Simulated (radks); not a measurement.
The numbers below are computed, except where a source is named.
The nuclear charge of neutral silicon is varied continuously with 14 electrons held in [Ne] 3s2 3p2. Level of theory: scalar-relativistic Kohn-Sham, r2SCAN, spin-polarised, spherical densities, finite nucleus; open shells are filled with parallel spins first; meta-GGA in the generalised Kohn-Sham scheme; Fermi nuclear charge, rms radius 3.1224 fm (a radial shooting solver on a logarithmic mesh with Libxc functionals). By the Hellmann-Feynman theorem dE/dZ = E(electron-nucleus)/Z, the electronic potential at the nucleus (averaged over a nucleus of fixed radius). The scalar-relativistic energy here is not variational (the density holds large components alone), so the two differ by a part that grows with Z.

| Z | E (hartree) | E(electron-nucleus)/Z (hartree) | HOMO | e(HOMO) (eV) | <r> HOMO (bohr) |
|---|---|---|---|---|---|
| 13.75 | -277.75991 | -48.3028 | 3p | -2.832 | 2.971 |
| 14 | -289.98054 | -49.4431 | 3p | -4.836 | 2.725 |
| 14.25 | -302.48612 | -50.5812 | 3p | -7.100 | 2.530 |
| 14.5 | -315.27618 | -51.7176 | 3p | -9.608 | 2.367 |
| 14.75 | -328.35037 | -52.8528 | 3p | -12.351 | 2.229 |
| 15 | -341.70844 | -53.9872 | 3p | -15.320 | 2.110 |

The central difference of E at Z = 14 is -49.452 hartree, to compare with the third column; the second derivative is -4.56 hartree.
